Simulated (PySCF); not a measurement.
bismuth atom (Bi), quartet (core potentials on Bi).

PySCF was given this input:
```python
from pyscf import gto, scf

mol = gto.Mole()
mol.atom = '''
    Bi    0.00000000    0.00000000    0.00000000
'''
mol.basis = 'def2-tzvp'
mol.ecp = {'Bi': 'def2-tzvp'}
mol.spin = 3
mol.verbose = 4
mol.build()

mf = scf.UHF(mol)
mf.kernel()
```

Problem. What does this run give for the HOMO energy, dipole moment, <S^2>, total energy, number of basis functions?

Solution. 
The HOMO energy is -8.68 eV, the dipole moment is 0.00 D and the <S^2> comes out as 3.756. The total energy is -213.5938 Eh. The number of basis functions comes out as 50.

These values belong to the state on which the SCF converged, which isn't shown to be the lowest.
